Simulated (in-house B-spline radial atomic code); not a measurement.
## Ionising Xe⁴⁺ with different functionals

Computed with a radial B-spline atomic code at the basis-set limit: scalar-relativistic (spin-free X2C) Hamiltonian, Fermi nucleus of rms radius 4.7859 fm, spin-polarised at highest spin, spherical fractional occupations for the functionals, and exact exchange of hybrids averaged over the configuration. The ionisation energy is the difference of two self-consistent energies, [Kr] 4d10 5s2 5p2 → [Kr] 4d10 5s2 5p1, without Breit or QED terms; ε is the level of the shell that loses the electron (its least bound occupied spin orbital). There is no spin-orbit coupling in this Hamiltonian.

```tsv
method	rung	ΔSCF (eV)	-ε(5p) (eV)
PBE0	global hybrid	54.28	50.25
B3LYP	global hybrid	54.30	49.90
TPSSh	global hybrid	54.25	49.40
BHandHLYP	global hybrid	54.17	51.50
r2SCAN0	global hybrid	54.49	50.55
B97-1	global hybrid	54.09	49.85
HSE06	range-separated hybrid	54.23	49.77
wB97X	range-separated hybrid	53.96	52.50
CAM-B3LYP	range-separated hybrid	54.32	51.67
LC-wPBE	range-separated hybrid	54.36	53.27
```

Among the functionals, which spreads more, the ΔSCF values or the orbital energies?

The orbital energies: ΔSCF values span about 0.54 eV and the orbital energies 3.87 eV; here energy differences depend much less on the functional than eigenvalues do.

How do they compare with the NIST value?

NIST lists 54.1 eV ± 0.5 (semi-empirical, ground level to ground level). Errors run from -0.14 to +0.39 eV; all lie within about twice that uncertainty, so the table can't rank the methods.
